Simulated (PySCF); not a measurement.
# Multinuclear NMR of C$_{6}$H$_{7}$BN$_{2}$

Mapped SMILES: `[BH3-:1][n+:2]1[cH:3][cH:4][cH:5][cH:6][c:7]1[C:8]#[N:9]` (H(Xn): hydrogen on atom n).

PySCF calculation with J couplings at B3LYP/pcJ-1 (spin–dipole term only in couplings to heteroatoms), PBE0-D3(BJ)/def2-SVP geometry and PBE0/pcSseg-1 with gauge-including orbitals; relativity neglected, single conformer, isolated molecule, equivalent nuclei averaged.

Predict the ¹⁵N NMR data.

Results:


```csv
atoms,environment,σ (ppm),δ (ppm)
N9,nitrile nitrogen,-86.5,-71.3
N2,donor nitrogen of a Lewis adduct,-36.3,-117.2
```

Shieldings were converted by a linear fit to measured shifts: ¹⁵N: δ = -150.45 − 0.916σ (rms 7.2 ppm, 79 shifts vs CH3NO2, solution or neat liquid). Occasional misses reach two or three times the rms, and more in compound classes unlike the fitted ones. Couplings are scaled by factors fitted to measured values: ³J(H,H) × 0.91 (rms 0.4 Hz, 0.5 with 2 outliers); all others are unscaled and can be 10–30 % off.

Couplings (the largest are listed; each averaged over equivalent pairs): ¹J(B1,N2) = -5.2 Hz, ²J(N2,H(C3)) = -5.2 Hz, ³J(N2,H(C4)) = -3.2 Hz, ³J(N2,H(C6)) = -2.2 Hz. Signs are for ¹⁵N, whose magnetogyric ratio is negative.

On a 400 MHz spectrometer ¹⁵N resonates near 40.5 MHz, so 1 ppm is 40.5 Hz.
